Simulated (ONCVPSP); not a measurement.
Co (Z = 27) ONCV: all-electron and pseudo phase curves

| Item | Value |
| --- | --- |
| Element | cobalt |
| Generator | ONCVPSP 4.0.1 |
| Type | optimised norm-conserving Vanderbilt (ONCV) |
| Functional | PBE |
| Relativity | scalar-relativistic |
| Frozen core | [Ne] |
| Valence charge | 17 |
| Reference configuration | 3s2 3p6 3d7 4s1 (charge +1) |
| Partial waves | 3s+4s: rc 1.10 bohr, ncon 4, nbas 8, qcut 8.9 1/bohr, 2 projectors; 3p: rc 1.30 bohr, ncon 5, nbas 9, qcut 12.6 1/bohr, 2 projectors, debl 3.2 Ha; 3d: rc 0.95 bohr, ncon 5, nbas 10, qcut 17.7 1/bohr, 2 projectors, debl 2.8 Ha |
| Local potential | polynomial inside 0.65 bohr (lpopt 4, dvloc0 0 Ha) |
| Core correction | Teter function, fcfact 3.5, rcfact 1.25 |

The phase is arctan(r·R′/R) of the radial function R(r), unwrapped; energies in Ha, scanned from -6 to 5 Ha. A pole is an energy at which the radial function vanishes at the test radius. The pseudo phase is shifted by a multiple of π to meet the all-electron one at the reference energy, and phase errors are pseudo minus all-electron; the curves can meet again beyond the range given. Levels narrower than the energy grid can be missing from the lists of poles.

| channel | radius (bohr) | reference energy (Ha) | poles, all-electron | poles, pseudo | unbroken range about the reference energy with phases within 0.05 rad | phase error 1 Ha above the reference energy (rad) |
| --- | --- | --- | --- | --- | --- | --- |
| s | 1.12 | -0.47 | -2.48 | -2.48 | the whole range | -0.000 |
| p | 1.32 | -2.74 | -2.00 | -2.00 | the whole range | -0.000 |
| d | 0.96 | -0.62 | 2.37 | 2.37 | the whole range | +0.000 |

Phases in the d channel:

| E (Ha) | all-electron | pseudo |
| --- | --- | --- |
| -5.96 | 1.065 | 1.065 |
| -5.68 | 1.041 | 1.041 |
| -5.40 | 1.013 | 1.013 |
| -5.12 | 0.982 | 0.982 |
| -4.84 | 0.946 | 0.946 |
| -4.56 | 0.903 | 0.904 |
| -4.28 | 0.854 | 0.854 |
| -4.00 | 0.795 | 0.795 |
| -3.72 | 0.725 | 0.725 |
| -3.44 | 0.639 | 0.639 |
| -3.16 | 0.534 | 0.534 |
| -2.88 | 0.405 | 0.405 |
| -2.60 | 0.250 | 0.250 |
| -2.32 | 0.067 | 0.067 |
| -2.04 | -0.137 | -0.137 |
| -1.76 | -0.347 | -0.347 |
| -1.48 | -0.548 | -0.548 |
| -1.20 | -0.727 | -0.727 |
| -0.92 | -0.878 | -0.878 |
| -0.64 | -1.002 | -1.002 |
| -0.36 | -1.105 | -1.105 |
| -0.08 | -1.190 | -1.190 |
| 0.20 | -1.260 | -1.260 |
| 0.48 | -1.319 | -1.319 |
| 0.76 | -1.370 | -1.370 |
| 1.04 | -1.415 | -1.415 |
| 1.32 | -1.454 | -1.454 |
| 1.60 | -1.489 | -1.489 |
| 1.88 | -1.521 | -1.521 |
| 2.16 | -1.550 | -1.550 |
| 2.44 | -1.578 | -1.578 |
| 2.72 | -1.603 | -1.603 |
| 3.00 | -1.628 | -1.628 |
| 3.28 | -1.652 | -1.652 |
| 3.56 | -1.676 | -1.676 |
| 3.84 | -1.700 | -1.700 |
| 4.12 | -1.724 | -1.724 |
| 4.40 | -1.748 | -1.748 |
| 4.68 | -1.773 | -1.773 |
| 4.96 | -1.800 | -1.800 |
